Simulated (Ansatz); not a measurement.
Reaction (SMILES): C[SiH](C)[SiH2]Cl -> [SiH2]Cl + C[SiH]C (the Si-Si bond at the site shown breaks; other sites are not compared here)
Geometries: B3LYP-D3(BJ)/def2-TZVP minima from Ansatz (a quantum-chemistry and plane-wave program), one conformer each, not searched for the lowest.
Geometry of the first species:
SMILES: C[SiH](C)[SiH2]Cl
```xyz
14

C     -1.6376     1.6539    -0.3761
Si    -0.9293     0.0330    -1.0087
C     -1.8436    -1.4411    -0.2874
Si     1.3277    -0.0996    -0.3901
Cl     1.3901    -0.0439     1.6987
H     -2.7001     1.7317    -0.6167
H     -1.1270     2.5106    -0.8191
H     -1.5291     1.7199     0.7081
H     -0.9997    -0.0050    -2.4953
H     -2.9080    -1.3911    -0.5272
H     -1.4527    -2.3817    -0.6789
H     -1.7407    -1.4590     0.7992
H      1.9881    -1.3595    -0.8065
H      2.1476     1.0360    -0.8751
```

Quantity: bond dissociation energy (electronic energy difference), in kJ/mol. Correlated levels leave the core frozen unless marked. Open shells are spin-unrestricted. No spin-orbit coupling. Non-relativistic. CBS marks a two-point X^-3 extrapolation of the correlation energy; Hartree-Fock from the larger set.

```csv
level,program,bond dissociation energy (kJ/mol)
revPBE-D4/def2-TZVPD,Ansatz + dftd4,312.7
r2SCAN-D4/def2-TZVPD,Ansatz + dftd4,(withheld)
RPA@PBE/cc-pV(Q+d)Z,Ansatz,320.3
SCS-MP2/cc-pV(D+d)Z,Ansatz,317.1
CCSD/STO-3G,Ansatz,419.5
"CCSD(T)/CBS(cc-pV(T+d)Z,cc-pV(Q+d)Z)",Ansatz,(withheld)
```

Task: Fill in the missing entries.

Result: 
- r2SCAN-D4/def2-TZVPD, bond dissociation energy (kJ/mol): 312.5
- CCSD(T)/CBS(cc-pV(T+d)Z,cc-pV(Q+d)Z), bond dissociation energy (kJ/mol): 341.6
